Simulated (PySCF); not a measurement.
## Ionisation energy of Ru³⁹⁺ by level of theory

Ru³⁹⁺ [He] 2s2 2p1 (2P) → Ru⁴⁰⁺ [He] 2s2 (1S), as a difference of total energies. Computed with PySCF 2.14 in an uncontracted even-tempered set (17 s from 15 bohr⁻², ratio 2.2; 10 p from 19 bohr⁻², ratio 2.2; 6 d from 75 bohr⁻², ratio 2.4; 5 f from 110 bohr⁻², ratio 2.4; 4 g from 170 bohr⁻², ratio 2.4), with no relativity, point nucleus. Correlated levels: nothing frozen; virtual orbitals above 40 to 60 times the deepest correlated orbital energy dropped. The calculations carry no spin-orbit coupling.

| method | ionisation energy (eV) |
| --- | --- |
| UHF | 5695.9 |
| LDA | 5691.0 |
| PBE | 5697.0 |
| PBE0 | 5696.9 |
| r2SCAN | 5698.7 |
| r2SCANh | 5698.5 |
| B2PLYP | 5696.8 |
| MP2 (all electrons) | 5694.2 |
| SCS-MP2 (all electrons) | 5693.7 |

A first-order spin-orbit estimate (lowest level to lowest level, LS coupling) adds 85.087 eV.

The gap to the reference is mostly relativistic.

For comparison: 5861 ± 4 eV (semi-empirical (NIST evaluation); NIST Atomic Spectra Database, ionization energies).
